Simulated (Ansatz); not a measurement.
Input for Ansatz (a quantum-chemistry and plane-wave program): R-CCSD(T)/cc-pVTZ on BH5N2O (SMILES NB(N)O), a point of a torsion scan.

Ansatz 0.2 input:
```yaml
crystal:
  periodic: [false, false, false]
  atoms:
    - {symbol: N, position_ang: [0.89380408, 0.84289587, -0.05161827]}
    - {symbol: B, position_ang: [0.01283276, -0.25643889, -0.11872125]}
    - {symbol: N, position_ang: [-1.38572019, -0.05565083, -0.04463447]}
    - {symbol: O, position_ang: [0.54769568, -1.53516500, -0.15640015]}
    - {symbol: H, position_ang: [1.88334282, 0.71131267, -0.15283957]}
    - {symbol: H, position_ang: [0.60395804, 1.79433319, -0.18363330]}
    - {symbol: H, position_ang: [-1.81351256, 0.85090813, -0.06875547]}
    - {symbol: H, position_ang: [-2.04537546, -0.80673599, -0.13068309]}
    - {symbol: H, position_ang: [0.27047501, -2.09278695, 0.56424503]}
basis:
  gaussian:
    orbitals: cc-pVTZ
magnetization: {spin_polarized: false}
correlation: {method: ccsd_t, electrons: outside_noble_gas}
scf: {lower_state_search: off}
```

Problem. What total energy does the run end on?

Solution. -212.4007 hartree (reference determinant -211.5825, T1 diagnostic 0.010).

Problem. How many basis functions does it have, and what does it roughly cost on one machine?

Solution. 190 functions; around 120 core-seconds (rough).
